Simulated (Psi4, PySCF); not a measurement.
Psi4 was given this input:
```
memory 2 GB

molecule mol {
0 3
C    -0.671200    1.113100   -0.681000
C     0.744600    1.257700   -0.129600
C     1.458300   -0.091400   -0.135300
C     0.671200   -1.113100    0.681000
C    -0.744600   -1.257700    0.129600
C    -1.458300    0.091400    0.135300
H    -0.621900    0.783800   -1.721400
H    -1.180100    2.079300   -0.659400
H     1.305900    1.978800   -0.728000
H     0.696900    1.637000    0.893800
H     1.552400   -0.446100   -1.164200
H     2.464800    0.017500    0.274700
H     1.180100   -2.079300    0.659400
H     0.621900   -0.783800    1.721400
H    -1.305900   -1.978800    0.728000
H    -0.696900   -1.637000   -0.893800
H    -1.552400    0.446100    1.164200
H    -2.464800   -0.017500   -0.274700
}

set {
  basis sto-3g
  reference uks
  scf_type pk
  puream true
  d_convergence 1e-8
  dft_radial_points 99
  dft_spherical_points 590
}

energy('revpbe')
print_variables()
```

### Question
Convert this to an input for PySCF.

### Answer
This is not unique; one that fits is 
```python
from pyscf import gto, scf, dft

mol = gto.Mole()
mol.atom = '''
    C    -0.67120000    1.11310000   -0.68100000
    C     0.74460000    1.25770000   -0.12960000
    C     1.45830000   -0.09140000   -0.13530000
    C     0.67120000   -1.11310000    0.68100000
    C    -0.74460000   -1.25770000    0.12960000
    C    -1.45830000    0.09140000    0.13530000
    H    -0.62190000    0.78380000   -1.72140000
    H    -1.18010000    2.07930000   -0.65940000
    H     1.30590000    1.97880000   -0.72800000
    H     0.69690000    1.63700000    0.89380000
    H     1.55240000   -0.44610000   -1.16420000
    H     2.46480000    0.01750000    0.27470000
    H     1.18010000   -2.07930000    0.65940000
    H     0.62190000   -0.78380000    1.72140000
    H    -1.30590000   -1.97880000    0.72800000
    H    -0.69690000   -1.63700000   -0.89380000
    H    -1.55240000    0.44610000    1.16420000
    H    -2.46480000   -0.01750000   -0.27470000
'''
mol.basis = 'sto-3g'
mol.spin = 2
mol.verbose = 4
mol.build()

mf = dft.UKS(mol)
mf.xc = 'revpbe'
mf.grids.atom_grid = (99, 590)
mf.grids.prune = None
mf.kernel()
```

Both were run: Psi4 gave -232.504396 Eh and PySCF -232.504397 Eh, 0.001 mEh apart.
